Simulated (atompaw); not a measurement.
# Zn (Z = 30): one change to a PAW (atompaw) potential, before and after

* Element: Zn
* Generator: atompaw 4.2.0.5
* Type: PAW
* Functional: LDA (PW92)
* Relativity: scalar-relativistic
* Frozen core: [Ar]
* Valence charge: 12
* Reference configuration: 3d10 4s2 4p0
* Partial waves: 4s (bound): rc 2.30 bohr; 4s channel at -0.1 Ry: rc 2.30 bohr; 4p (bound, empty): rc 2.45 bohr; 4p channel at 0.65 Ry: rc 2.45 bohr; 3d (bound): rc 1.30 bohr; 3d channel at -0.15 Ry: rc 1.30 bohr
* Local potential: ultrasoft scheme with l = 3 at -0.5 Ry, radius 2.00 bohr
* Core correction: smooth core density matched at 1.60 bohr
* Augmentation charge: besselshape compensation charge, radius 1.80 bohr; PAW radius 2.45 bohr; waves and projectors: custom polynom vanderbiltortho

Change: all radii scaled by about 1.07 (s 2.46, p 2.62, d 1.40 bohr); local potential ultrasoft scheme with l = 3 at -0.5 Ry, radius 2.14 bohr; augmentation besselshape compensation charge, radius 1.92 bohr; PAW radius 2.62 bohr; waves and projectors: custom polynom vanderbiltortho; core correction smooth core density matched at 1.72 bohr.

Cutoffs: the cutoffs (Ry, on a coarse ladder) from which the occupation-weighted sum of valence levels, in a spherical-Bessel basis at the reference potential, stays within 10 and 1 mRy of its value at 400 Ry; they do not see the model core or the augmentation charge, which bear on the density cutoff.

**Question.** What does the change do?

**Answer.** The potential gets softer (90 Ry and 160 Ry → 80 Ry and 140 Ry); neither file shows a bound ghost. A larger radius leaves more room for a smooth pseudo-wave, so fewer plane waves are needed.

| quantity | base | changed |
| --- | --- | --- |
| cutoff, loose | 90 Ry | 80 Ry |
| cutoff, tight | 160 Ry | 140 Ry |
| loose cutoff by channel (10 mRy a level) | s 6 Ry, d 50 Ry | s 6 Ry, d 45 Ry |
| bound ghosts | none | none |
| lowest overlap eigenvalue by channel | s 0.13, p 0.49, d 0.98 | s 0.14, p 0.54, d 0.98 |

 The cutoffs see the waves, projectors and local potential, not the compensation charge or the core.
